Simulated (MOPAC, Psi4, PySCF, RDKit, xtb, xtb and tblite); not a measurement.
Conformational energy of C2H8OSi2, SMILES [SiH2](C=C)[SiH2]O. Scanned: dihedral C1–C2–Si3–Si4; all other coordinates were relaxed at GFN2-xTB. Points at φ and −φ are mirror images.

Geometry of the scan point at -30° (Å):
```
13

C     -2.6686    -0.1530     0.0604
C     -1.6095    -0.2218    -0.7299
Si    -0.0496     0.8210    -0.5265
Si    -0.5617     2.8540     0.4183
O      0.8864     3.6034     0.3608
H     -2.7222     0.5562     0.8724
H     -3.5354    -0.7861    -0.0622
H     -1.6170    -0.9549    -1.5273
H      0.8980     0.0100     0.2609
H      0.5524     0.9186    -1.8686
H     -1.0199     2.8438     1.8179
H     -1.5521     3.6815    -0.2891
H      1.0147     4.4888     0.6901
```

Levels: GFN2-xTB (xtb and tblite); MMFF94 // GFN2-xTB (RDKit); PBE/def2-TZVP // GFN2-xTB (Psi4); PBE-D3(BJ)/def2-TZVP // GFN2-xTB (Psi4); wB97X-D/def2-TZVP // GFN2-xTB (Psi4); MP2/cc-pVTZ = DF-MP2 (frozen core)/cc-pVTZ // GFN2-xTB run with Psi4 1.11; HF/cc-pVTZ // GFN2-xTB (Psi4); PM3, restricted, heats of formation // GFN2-xTB (MOPAC); PM7, restricted, heats of formation // GFN2-xTB (MOPAC); GFN1-xTB // GFN2-xTB (xtb); RKS-B3LYP/6-31G* = restricted B3LYP/6-31G*, spherical d, density fitting // GFN2-xTB (PySCF 2.14.0); RHF/LANL2DZ = restricted Hartree-Fock/LANL2DZ, with its core potentials past Ne // GFN2-xTB in PySCF; RKS-BP86/6-31G* = restricted BP86/6-31G*, spherical d, density fitting // GFN2-xTB (PySCF); RKS-B3LYP/LANL2DZ = PySCF 2.14.0 with restricted B3LYP/LANL2DZ, with its core potentials past Ne // GFN2-xTB.

Least-squares fit of E(φ) = a0 + Σ (a_n cos nφ + b_n sin nφ), n = 1 to 4, to the 24 scan points, in kJ/mol above the lowest point of each profile (levels whose profile four harmonics don't fit are not listed):

```csv
method,a0,a1,b1,a2,b2,a3,b3,a4,b4,rms of fit
GFN2-xTB,2.00,-0.86,0.00,-0.01,0.00,-1.14,0.00,-0.03,0.00,0.02
MMFF94,3.88,4.92,0.00,3.60,0.00,0.62,0.00,0.36,0.00,0.07
PBE/def2-TZVP,3.42,-0.37,0.00,2.35,0.00,-2.39,0.00,0.19,0.00,0.11
PBE-D3(BJ)/def2-TZVP,3.11,-0.92,0.00,2.15,0.00,-2.39,0.00,0.20,0.00,0.10
wB97X-D/def2-TZVP,2.94,-0.91,0.00,2.01,0.00,-2.26,0.00,0.26,0.00,0.05
MP2/cc-pVTZ,3.07,-1.09,0.00,2.03,0.00,-2.49,0.00,0.19,0.00,0.09
HF/cc-pVTZ,3.64,-0.42,0.00,2.32,0.00,-2.71,0.00,0.23,0.00,0.09
PM3,2.24,0.34,0.00,1.91,0.00,-0.81,0.00,-0.03,0.00,0.08
PM7,4.12,1.38,0.00,4.45,0.00,-0.25,0.00,0.31,0.00,0.10
GFN1-xTB,2.97,-1.65,0.00,0.83,0.00,-2.05,0.00,-0.13,0.00,0.06
RKS-B3LYP/6-31G*,3.63,-0.47,0.00,2.65,0.00,-2.34,0.00,0.36,0.00,0.10
RHF/LANL2DZ,3.72,-0.34,0.00,2.82,0.00,-2.22,0.00,0.25,0.00,0.09
RKS-BP86/6-31G*,3.68,-0.44,0.00,2.67,0.00,-2.37,0.00,0.33,0.00,0.10
RKS-B3LYP/LANL2DZ,3.28,-0.59,0.00,2.47,0.00,-2.10,0.00,0.23,0.00,0.09
```

MMFF94 has few fitted parameters for silicon.
